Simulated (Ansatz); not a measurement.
```yaml
crystal:
  periodic: [false, false, false]
  atoms:
    - {symbol: O, position_ang: [1.262371, -1.666579, 0.916653]}
    - {symbol: C, position_ang: [0.559832, -0.862170, 0.414520]}
    - {symbol: O, position_ang: [-0.629737, -0.998145, -0.249641]}
    - {symbol: Si, position_ang: [-0.201567, 0.667204, -0.211303]}
    - {symbol: H, position_ang: [0.133837, 1.265883, -1.520621]}
    - {symbol: H, position_ang: [-1.082637, 1.529708, 0.604192]}
basis:
  gaussian: {orbitals: "6-31++G**"}
total_charge: 1
magnetization: {spin_polarized: true, initial_magnetization: 9}
hamiltonian: {xc: {name: PBE-QIDH}}
scf: {lower_state_search: full}
output: {forces: true}
```

```sh
$ ansatz run in.yaml --threads 2 --pin off --events-out ev --progress --plain --max-ram 4352MiB
```

Shortened log:

```
Functional definition: PBE-QIDH
805 factors; integrals over basis functions are off by at most 1.2e-3 eV
mean field evaluation 1: about -12969.1710 eV, gradient 3.6e1 eV
mean field evaluation 2: about -12969.3364 eV, gradient 3.6e1 eV
mean field evaluation 4: about -12976.9642 eV, gradient 9.1e0 eV
mean field evaluation 8: about -12979.2881 eV, gradient 3.6e0 eV
mean field evaluation 16: about -12980.1832 eV, gradient 1.4e-1 eV
mean field evaluation 32: about -12980.1837 eV, gradient 6.0e-5 eV
mean field -12980.18370441 eV, -477.0129528525 hartree, gradient 4.3e-6 eV, S^2 24.772012; 14 other end points of the search recorded, 0 dependent functions left out
8 core orbitals not correlated: weight in the atoms' cores, before any rotation towards them, 1.000 or more for the frozen orbitals, at most 0.000 for the correlated occupied ones
reference -12980.18372889 eV, -477.0129537521 hartree; 15, 6 occupied and 69, 78 virtual orbitals, 805 factors
second order -12.59615112 eV of doubles, -0.00000000 eV of singles
Total energy: -12984.38244593 eV, -477.1672537573 hartree
Atom 0 at     1.262371    -1.666579     0.916653 Å, force     7.505191   -11.064129     5.671139 eV/Å
Atom 1 at     0.559832    -0.862170     0.414520 Å, force    -3.931066     5.148935    -2.890220 eV/Å
Atom 2 at    -0.629737    -0.998145    -0.249641 Å, force    -1.689903    -9.580848     0.222290 eV/Å
Atom 3 at    -0.201567     0.667204    -0.211303 Å, force    -0.377126     9.574062    -1.405319 eV/Å
Atom 4 at     0.133837     1.265883    -1.520621 Å, force     2.684983     2.215315    -6.805091 eV/Å
Atom 5 at    -1.082637     1.529708     0.604192 Å, force    -4.192079     3.706665     5.207201 eV/Å
Dipole moment:     0.128539    -0.252341     0.104951 e Å
```

Question: Something in this input is off. What?

Answer: The spin is set far too high for this molecule. Self-consistency was reached. The result belongs to that input, not to the molecule as meant.
